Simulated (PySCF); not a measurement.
Species: dimethyl(thiophen-2-yl)phosphine oxide, C6H9OPS.
Structure used (PBE0-D3(BJ)/def2-SVP), in Å, numbered top down from 1:
```xyz
18
C6H9OPS angstrom
C     -2.025   -1.130   -0.492
P     -1.167    0.126    0.497
C     -1.601    1.710   -0.275
O     -1.429    0.052    1.969
C      0.589   -0.104    0.135
C      1.537   -0.278    1.116
C      2.849   -0.429    0.592
C      2.876   -0.368   -0.778
S      1.308   -0.128   -1.434
H     -3.110   -1.002   -0.365
H     -1.765   -1.058   -1.558
H     -1.738   -2.121   -0.111
H     -2.683    1.878   -0.168
H     -1.064    2.508    0.257
H     -1.326    1.733   -1.340
H      1.265   -0.292    2.173
H      3.741   -0.578    1.202
H      3.738   -0.454   -1.439
```

Theory: TDDFT wB97X-D/def2-SVPD, vertical, gas phase, core orbitals frozen in the response (PySCF 2.14.0, density-fitted response routines).

Ground-to-excited transition dipoles (e·a0, same axes as the geometry; the sign carries no meaning), for the states with f of 0.002 or more among the lowest 10:

| state | E (hartree) | μx | μy | μz |
| --- | --- | --- | --- | --- |
| S1 | 0.2049 | -0.964 | 0.113 | 0.471 |
| S2 | 0.2114 | 0.647 | -0.115 | 0.562 |
| S5 | 0.2367 | -0.134 | 0.037 | -0.200 |
| S8 | 0.2710 | -0.003 | 0.141 | -0.016 |
| S9 | 0.2725 | 0.034 | 0.218 | 0.007 |
| S10 | 0.2749 | -0.050 | -0.356 | -0.021 |

(1) What oscillator strength does each state have?

(2) Which bond between heavy atoms lies closest to the direction of the S1 transition dipole?

(3) What angle do the transition dipoles of S1 and S2 make?

(4) What peak molar absorption coefficient would the strongest computed level give as a lone Gaussian band 0.3 eV wide at half height?

Answers

(1) f = (2/3) ΔE |μ|² with ΔE in hartree (27.2114 eV).

```json
{"state": "S1", "|μ|² (au)": "1.165", "|μ| (D)": "2.74", "f": "0.159"}
{"state": "S2", "|μ|² (au)": "0.748", "|μ| (D)": "2.20", "f": "0.105"}
{"state": "S5", "|μ|² (au)": "0.059", "|μ| (D)": "0.62", "f": "0.009"}
{"state": "S8", "|μ|² (au)": "0.020", "|μ| (D)": "0.36", "f": "0.004"}
{"state": "S9", "|μ|² (au)": "0.049", "|μ| (D)": "0.56", "f": "0.009"}
{"state": "S10", "|μ|² (au)": "0.130", "|μ| (D)": "0.92", "f": "0.024"}
```

(2) C6–C7, at 4° from it; next P2–C5 at 14°.

(3) |cos θ| = |μa·μb| / (|μa| |μb|) = 0.40, so θ ≈ 67° (taken between 0 and 90°, since the signs are arbitrary).

(4) ε(max) = 2.175×10⁸ f / FWHM, with the width in cm⁻¹. S1: 2.175×10⁸ × 0.1592 / 2420 ≈ 14000 L mol⁻¹ cm⁻¹.

All these states lie below the vertical ionisation energy of 9.05 eV (ΔSCF).

Time: 7.8 min wall; peak memory 1.6 GiB. Hardware: an Arm Neoverse V1 with one thread (shared host).

One conformer stands for the species.
